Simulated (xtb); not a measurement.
Si(F)(Me)(OH)(NH2) (CH₆FNOSi), SMILES F[Si](N)(O)C. All values are semi-empirical tight-binding results from xtb (GFN2-xTB unless named), good for trends rather than for accurate numbers. Geometry optimised at GFN2-xTB. This is a generated structure with no PubChem entry under its InChIKey; it may be hypothetical. One conformer was computed; it need not be the lowest.

Optimised geometry:

```xyz
11

C      1.3026    -1.3148     0.1764
Si    -0.0256     0.0135     0.0085
N     -1.4279    -0.6011    -0.7467
O     -0.5687     0.6668     1.3880
F      0.6698     1.2477    -0.8046
H      1.5601    -1.7395    -0.7882
H      0.9696    -2.1256     0.8151
H      2.2142    -0.9075     0.6044
H     -1.3623    -1.1003    -1.6155
H     -2.2881    -0.0842    -0.6846
H     -0.0329     1.3011     1.8563
```

Problem. Estimate the properties. (An estimate is asked for; the answer gives what the named calculation found.)

Solution. 
- orbital gap = 7.69 eV
- dipole moment = 0.68 D
- zero-point energy = 49.1 kcal/mol
- G − E(el) at 298.15 K (modified RRHO) = 29.0 kcal/mol
- static polarisability (D4 model) = 63.2 bohr³
- solvation energy, GFN2-xTB/ALPB(water) = -7.2 kcal/mol
- solvation energy, GFN2-xTB/ALPB(toluene) = -3.2 kcal/mol

Computed atomic charges and the Wiberg bond orders between heavy atoms:
charges (e) C1 -0.20, Si2 0.63, N3 -0.39, O4 -0.47, F5 -0.31, H6 0.03, H7 0.04, H8 0.03, H9 0.16, H10 0.17, H11 0.31. Bond orders C1–Si2 0.87, Si2–N3 1.14, Si2–O4 1.16, Si2–F5 1.00.
